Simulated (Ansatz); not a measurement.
`N[C@@H](F)[Si@@H](O)F` + `N[SiH](O)F` → `O[Si@@H](F)N[Si@@H](O)F` + `NCF`  (ligand exchange at the Si–C bond)

Gas-phase electronic energies from Ansatz, PBE0-D4/def2-TZVP geometries. CCSD(T)/CBS adds triple-zeta CCSD(T) − MP2 to the extrapolated MP2 energy (def2 sets, frozen cores). This one scheme is used for every species. DFT in def2-TZVPP. Each species was taken in one conformer, which may not be the lowest.

(1) Is it downhill or uphill in electronic energy at CCSD(T)/CBS, and by how much? (An estimate is asked.)

(2) What do these levels give: PBE-D4, ωB97X-V, PBE0, SCS-MP2/def2-TZVPP, HF/def2-QZVPP, SCS-MP2/def2-QZVPP? (Best estimate.)

Largest T1 diagnostic among the species: 0.012.

Results:

(1) Computed: Downhill: ΔE = -1.10 eV.

(2) The calculation gave: PBE-D4 -0.97, ωB97X-V -1.06, PBE0 -1.03, SCS-MP2/def2-TZVPP -1.14, HF/def2-QZVPP -1.24, SCS-MP2/def2-QZVPP -1.13 eV.

In def2-TZVPP, CCSD(T) changes the Hartree–Fock value by +0.11 eV (the triples alone add +0.02 eV) and MP2 by +0.09 eV. From PBE to PBE0 (25 % exact exchange), in def2-TZVPP and without D4, ΔE moves by −0.08 eV.
